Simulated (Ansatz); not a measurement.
Program: Ansatz. Geometries: PBE0-D4/def2-TZVP. ΔE: electronic, gas phase. CCSD(T)/CBS adds triple-zeta CCSD(T) − MP2 to the extrapolated MP2 energy (def2 sets, frozen cores). This one scheme is used for every species. Functionals use def2-TZVPP. For Ge outer-core shells are correlated without core-valence functions, which leaves a few kJ/mol of doubt a bond. Scalar relativity is left out up to krypton. One conformer a species, not always the lowest.

`B[CH2][GeH2][SiH3]` + CH₄ → `B[CH2][GeH2][CH3]` + SiH₄  (formal exchange of groups at a Ge–Si bond)

CCSD(T)/CBS gives +31.8 kJ/mol.

(1) Another level gave +28.3 kJ/mol. Which?
A. SCS-MP2/def2-TZVPP
B. r2SCAN/def2-TZVPP
C. HF/def2-TZVPP
D. CCSD(T)/def2-TZVPP

Largest T1 diagnostic among the species: 0.012.

Answers

(1) D. CCSD(T)/def2-TZVPP 28.3, HF/def2-TZVPP 17.4, r2SCAN 37.7, SCS-MP2/def2-TZVPP 23.0 kJ/mol.

The D4 term adds +4.8 kJ/mol with B3LYP and +2.7 kJ/mol with PBE0; it sums over pairs of atoms, weighted by their polarisabilities, and B3LYP, whose exchange is more repulsive, gets the larger term. In def2-TZVPP, CCSD(T) changes the Hartree–Fock value by +10.9 kJ/mol (the triples alone add +2.0 kJ/mol) and MP2 by +8.6 kJ/mol.

B3LYP here is the variant with VWN-RPA as its local correlation; programs differ in this.
